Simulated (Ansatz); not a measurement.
Cost and result for the atomization energy of C₂H₅AlFNO, SMILES `[CH3][Al]1[NH]C(F)[O]1` (11 atoms, 11 bonds).

```xyz
11

C    -1.9895    1.0041   -0.4800
Al   -0.3215    0.1671   -0.0001
N     1.0956   -0.6812   -0.6280
C     1.6099   -0.6792    0.7115
F     1.7340   -1.9665    1.2061
O     0.6489    0.0120    1.4402
H    -2.4336    0.5314   -1.3594
H    -1.8423    2.0628   -0.7107
H    -2.7095    0.9423    0.3398
H     1.6036   -1.1625   -1.3460
H     2.6044   -0.2304    0.8267
```

Total charge 0; spin multiplicity 1. The geometry is a stationary point of PBE0-D4/def2-TZVP. Program: Ansatz. All runs use 4 threads of an Arm Neoverse V2 on a shared host. Times are those of one run each, without the atoms' runs, and a repeat can differ threefold. Electronic energies, without spin–orbit coupling; frozen cores. CCSD(T)/CBS adds CCSD(T) − MP2 in def2-TZVPP to the MP2 limit, and its time is that of the two runs behind it. T1 = 0.013. B3LYP takes the VWN-RPA correlation (the form of Gaussian; ORCA's B3LYP/G).

CCSD(T)/CBS is a level of theory with its own doubt, some kJ/mol a heavy atom from the limit and from the frozen cores, so smaller differences don't rank the functionals.

```
                             level  functions  wall time  atomization (kJ/mol)  difference from CCSD(T)/CBS  per bond
   PBE-D4/def2-TZVPP (with forces)        267      2.7 s                4424.9                        120.2      10.9
                PBE0-D4/def2-TZVPP        267        3 s                4311.1                          6.4       0.6
 B3LYP-D4/def2-TZVPP (with forces)        267      4.7 s                4290.9                        -13.8      -1.3
                 B2PLYP/def2-TZVPP        267        5 s                4257.0                        -47.7      -4.3
r2SCAN-D4/def2-TZVPP (with forces)        267      5.5 s                4321.6                         16.9       1.5
                ωB97X-V/def2-TZVPP        267        8 s                4322.6                         17.9       1.6
  ωB97M-V/def2-TZVPP (with forces)        267       11 s                4324.3                         19.6       1.8
                    MP2/def2-QZVPP        505       26 s                4373.7                         69.0       6.3
                CCSD(T)/def2-TZVPP        267    3.9 min                4175.6                       -129.1     -11.7
                 CCSD(T)/CBS(def2)          –    4.3 min                4304.7                          0.0       0.0
```

From PBE to PBE0 (25 % exact exchange), in def2-TZVPP and without D4, the atomization energy moves by −110.6 kJ/mol: exact exchange takes away binding that semilocal exchange gives to molecules. The D4 term adds +32.4 kJ/mol with B3LYP and +16.9 kJ/mol with PBE0; it sums over pairs of atoms, weighted by their polarisabilities, and B3LYP, whose exchange is more repulsive, gets the larger term. In def2-TZVPP, CCSD(T) changes the Hartree–Fock value by +1183.4 kJ/mol (the triples alone add +77.8 kJ/mol) and MP2 by +1304.4 kJ/mol; breaking electron pairs costs correlation energy, which Hartree–Fock lacks.
